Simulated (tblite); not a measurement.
Parent: `[CH3:1][c:2]1[cH:3][cH:4][n:5][n:6][n:7]1`, C4H5N3.

Structures optimised with GFN2-xTB, isolated species. One conformer each, not checked by frequencies here.

| coordinate of the parent | value |
| --- | --- |
| C1–C2 | 1.489 Å |
| C2–C3 | 1.397 Å |
| C3–C4 | 1.384 Å |
| C4–N5 | 1.329 Å |
| N5–N6 | 1.288 Å |
| N6–N7 | 1.289 Å |
| C2–N7 | 1.332 Å |
| C1–C2–C3 | 122.8° |
| C1–C2–N7 | 117.5° |
| C3–C2–N7 | 119.7° |
| C2–C3–C4 | 115.3° |
| C3–C4–N5 | 121.2° |
| C4–N5–N6 | 120.0° |
| N5–N6–N7 | 122.7° |
| C2–N7–N6 | 121.1° |

Task: How does the shared frame change in `[CH3:1][C:2](=[O:3])[c:4]1[cH:5][cH:6][n:7][n:8][n:9]1` with C1–C2–C4–C5 180°, C5H5N3O? Atoms pair as C1 = C2, C2 = C4, C3 = C5, C4 = C6, N5 = N7, N6 = N8, N7 = N9 (parent first).

Result: 
```
  parent  relative  value in the relative  change
   C1–C2     C2–C4                1.504 Å  +0.015
   C2–C3     C4–C5                1.394 Å  -0.003
   C3–C4     C5–C6                1.388 Å  +0.004
   C4–N5     C6–N7                1.326 Å  -0.003
   N5–N6     N7–N8                1.290 Å  +0.002
   N6–N7     N8–N9                1.286 Å  -0.003
   C2–N7     C4–N9                1.333 Å  +0.001
C1–C2–C3  C2–C4–C5                 121.2°    -1.6
C1–C2–N7  C2–C4–N9                 118.3°    +0.8
C3–C2–N7  C5–C4–N9                 120.5°    +0.8
C2–C3–C4  C4–C5–C6                 114.8°    -0.5
C3–C4–N5  C5–C6–N7                 121.0°    -0.2
C4–N5–N6  C6–N7–N8                 120.5°    +0.5
N5–N6–N7  N7–N8–N9                 122.6°    -0.1
C2–N7–N6  C4–N9–N8                 120.6°    -0.5
```

Of the parent's bonds, C1–C2 changes most (+0.015 Å). Bonds of the relative outside the shared frame: C1–C2 1.494, C2=O3 1.207 Å. Point group Cs → Cs.

Task: How does the shared frame change in `[CH:1]#[C:2][c:3]1[cH:4][cH:5][n:6][n:7][n:8]1`, C5H3N3? Atoms pair as C1 = C2, C2 = C3, C3 = C4, C4 = C5, N5 = N6, N6 = N7, N7 = N8 (parent first).

Result: 
```csv
parent,relative,value in the relative,change
C1–C2,C2–C3,1.415 Å,-0.074
C2–C3,C3–C4,1.400 Å,+0.003
C3–C4,C4–C5,1.385 Å,+0.001
C4–N5,C5–N6,1.328 Å,-0.001
N5–N6,N6–N7,1.291 Å,+0.003
N6–N7,N7–N8,1.282 Å,-0.007
C2–N7,C3–N8,1.340 Å,+0.008
C1–C2–C3,C2–C3–C4,122.1°,-0.7
C1–C2–N7,C2–C3–N8,117.7°,+0.2
C3–C2–N7,C4–C3–N8,120.2°,+0.5
C2–C3–C4,C3–C4–C5,114.8°,-0.5
C3–C4–N5,C4–C5–N6,121.4°,+0.2
C4–N5–N6,C5–N6–N7,120.1°,+0.1
N5–N6–N7,N6–N7–N8,123.0°,+0.3
C2–N7–N6,C3–N8–N7,120.6°,-0.5
```

Of the parent's bonds, C1–C2 changes most (-0.074 Å). Bonds of the relative outside the shared frame: C1≡C2 1.201 Å. Point group Cs → Cs.

Task: How does the shared frame change in `[CH2:1]=[CH:2][c:3]1[cH:4][c:5]([CH3:6])[n:7][n:8][n:9]1` with C1–C2–C3–C4 180°, C6H7N3? Atoms pair as C1 = C6, C2 = C5, C3 = C4, C4 = C3, N5 = N9, N6 = N8, N7 = N7 (parent first).

Result: 
```
  parent  relative  value in the relative  change
   C1–C2     C6–C5                1.491 Å  +0.002
   C2–C3     C5–C4                1.392 Å  -0.005
   C3–C4     C4–C3                1.395 Å  +0.011
   C4–N5     C3–N9                1.342 Å  +0.013
   N5–N6     N9–N8                1.281 Å  -0.007
   N6–N7     N8–N7                1.291 Å  +0.002
   C2–N7     C5–N7                1.333 Å  +0.001
C1–C2–C3  C6–C5–C4                 122.8°     0.0
C1–C2–N7  C6–C5–N7                 117.3°    -0.2
C3–C2–N7  C4–C5–N7                 119.9°    +0.2
C2–C3–C4  C5–C4–C3                 116.2°    +0.9
C3–C4–N5  C4–C3–N9                 119.5°    -1.7
C4–N5–N6  C3–N9–N8                 120.8°    +0.8
N5–N6–N7  N9–N8–N7                 123.1°    +0.4
C2–N7–N6  C5–N7–N8                 120.7°    -0.4
```

Of the parent's bonds, C4–N5 changes most (+0.013 Å). Bonds of the relative outside the shared frame: C1=C2 1.328, C2–C3 1.455 Å. Point group Cs → Cs.

Task: How does the shared frame change in `[CH3:1][O:2][c:3]1[cH:4][cH:5][n:6][n:7][n:8]1` with C1–O2–C3–C4 180°, C4H5N3O? Atoms pair as C2 = C3, C3 = C4, C4 = C5, N5 = N6, N6 = N7, N7 = N8 (parent first).

Result: 
| parent | relative | value in the relative | change |
| --- | --- | --- | --- |
| C2–C3 | C3–C4 | 1.406 Å | +0.009 |
| C3–C4 | C4–C5 | 1.377 Å | -0.007 |
| C4–N5 | C5–N6 | 1.336 Å | +0.007 |
| N5–N6 | N6–N7 | 1.280 Å | -0.008 |
| N6–N7 | N7–N8 | 1.293 Å | +0.004 |
| C2–N7 | C3–N8 | 1.332 Å | 0.000 |
| C3–C2–N7 | C4–C3–N8 | 120.5° | +0.8 |
| C2–C3–C4 | C3–C4–C5 | 114.5° | -0.8 |
| C3–C4–N5 | C4–C5–N6 | 121.5° | +0.3 |
| C4–N5–N6 | C5–N6–N7 | 120.2° | +0.2 |
| N5–N6–N7 | N6–N7–N8 | 122.9° | +0.2 |
| C2–N7–N6 | C3–N8–N7 | 120.4° | -0.7 |

Of the parent's bonds, C2–C3 and N5–N6 change most and about equally (-0.008 to +0.009 Å). Bonds of the relative outside the shared frame: C1–O2 1.420, O2–C3 1.327 Å. Point group Cs → Cs.

The numbers are calculated, not measured.
